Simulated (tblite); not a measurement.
Isomers of C3H10GeSi. Calculated harmonic vibrations of the isolated species, GFN2-xTB (tblite), most abundant isotopes, no scaling. Against measured fundamentals such values can be off by several per cent, at times by over 20. Modes of hydrogen on germanium and silicon can be 10 to 20 % off. One conformer each.

Electronic energies: GFN2-xTB at the same geometries; isomer energies are rough at this level and their order can be wrong.

```
                 SMILES  electronic energy, lowest = 0 (kJ/mol)
C=[CH][GeH2][CH2][SiH3]                                    61.3
   C=C[SiH2][CH2][GeH3]                                    65.5
   C=C[CH2][GeH2][SiH3]                                     0.0
```

Problem. How do GFN2-xTB zero-point energies change the relative energies?

Solution. 
```
                 SMILES  ZPE (kJ/mol)  of it from modes above 1550 cm⁻¹  electronic (kJ/mol)  with ZPE, lowest = 0 (kJ/mol)  lowest mode (cm⁻¹)  rings
   C=C[CH2][GeH2][SiH3]         279.4                             163.9                  0.0                            0.0                  25      0
C=[CH][GeH2][CH2][SiH3]         276.7                             163.7                 61.3                           58.6                  46      0
   C=C[SiH2][CH2][GeH3]         278.2                             163.1                 65.5                           64.3                  45      0
```

The zero-point energies span 2.7 kJ/mol, from `C=[CH][GeH2][CH2][SiH3]` to `C=C[CH2][GeH2][SiH3]`. The order is unchanged.
